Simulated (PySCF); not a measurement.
Compound: C6H9BFN.
Z-matrix (Å and degrees, PBE0-D3(BJ)/def2-SVP geometry), rows numbered from 1:
```
F 
C   1  1.4092
B   2  1.6048  1  113.37
N   3  1.6076  2  110.78  1   -67.52
C   4  1.3430  3  120.11  2    43.06
C   5  1.3877  4  121.62  3   177.59
C   6  1.3925  5  119.22  4    -0.21
C   7  1.3925  6  118.65  5     0.30
C   4  1.3398  3  120.29  2  -139.17
H   2  1.1071  1  106.38  3  -125.57
H   2  1.1037  1  106.98  3   120.54
H   3  1.2274  2  112.29  1    49.47
H   3  1.2266  2  110.92  1   175.30
H   5  1.0923  4  115.07  3    -2.94
H   6  1.0910  5  119.31  4   179.85
H   7  1.0923  6  120.70  5  -179.82
H   8  1.0910  7  121.53  6   179.72
H   9  1.0910  4  115.24  3     2.73
```

Computed with PySCF at wB97X-D/def2-SVPD, non-relativistic, on one gas-phase PBE0-D3(BJ)/def2-SVP geometry that isn't relaxed in the solvent. The solvent is an IEF-PCM continuum (Bondi radii, 1.10 Å for H, scaled by 1.2), and excitations are vertical TDDFT with non-equilibrium linear response and a frozen core. Only the electrostatic response of the medium enters.

Gas-phase singlets (H = HOMO, L = LUMO):

| state | E (eV) | λ (nm) | f | leading configurations |
| --- | --- | --- | --- | --- |
| S1 | 5.122 | 242 | 0.130 | H→L 95% |
| S2 | 5.327 | 233 | 0.021 | H-2→L 52%, H→L+1 36% |
| S3 | 5.353 | 232 | 0.006 | H-1→L 95% |
| S4 | 6.077 | 204 | 0.083 | H→L+1 62%, H-2→L 32% |
| S5 | 6.185 | 200 | 0.015 | H-1→L+1 88% |

Q: Give the list for dimethylsulfoxide (ε = 46.83), n² = 2.19.

A: 
| state | E (eV) | λ (nm) | f | leading configurations | change by rank (eV) |
| --- | --- | --- | --- | --- | --- |
| S1 | 5.410 | 229 | 0.076 | H-1→L 77%, H→L+1 14% | +0.288 |
| S2 | 5.747 | 216 | 0.174 | H→L 91% | +0.420 |
| S3 | 6.150 | 202 | 0.004 | H-2→L 90% | +0.797 |
| S4 | 6.600 | 188 | 0.182 | H-1→L+1 59%, H-3→L 22% | +0.523 |
| S5 | 6.630 | 187 | 0.193 | H→L+1 78%, H-1→L 14% | +0.445 |

Q: The ground-state energy changes by -0.394 eV from gas to dimethylsulfoxide. By how much does the total energy of gas-phase S4 change?

A: E(S4) = E(S0) + excitation energy, so it changes by -0.394 + 0.553 = +0.159 eV: it isn't lowered at all, while the ground state is. This is the vertical state, with the slow part of the continuum still set for S0.

Q: How do the frontier levels move from gas to dimethylsulfoxide?

A: 
| orbital | gas (eV) | solvent (eV) | change (eV) |
| --- | --- | --- | --- |
| LUMO+2 | 1.89 | 2.16 | +0.27 |
| LUMO+1 | 0.34 | 0.78 | +0.44 |
| LUMO | -0.36 | 0.06 | +0.42 |
| HOMO | -9.26 | -9.61 | -0.35 |
| HOMO-1 | -9.66 | -9.99 | -0.33 |
| HOMO-2 | -10.44 | -10.09 | +0.35 |
| HOMO-3 | -10.62 | -10.95 | -0.33 |

The HOMO–LUMO gap goes from 8.91 to 9.67 eV. Rows go by rank; for HOMO-3, HOMO-2, HOMO-1 and LUMO+2 the atom shares or the degeneracy differ between the runs, so the row needn't follow one orbital.

Time: 96 s wall; peak memory 1.3 GiB. Hardware: one thread of an Arm Neoverse V1, no GPU (shared host). This is the whole response run at wB97X-D/def2-SVPD in dimethylsulfoxide, SCF included.

Note: wB97X-D ran without an empirical dispersion term, which enters the total energy and its gradient alone.
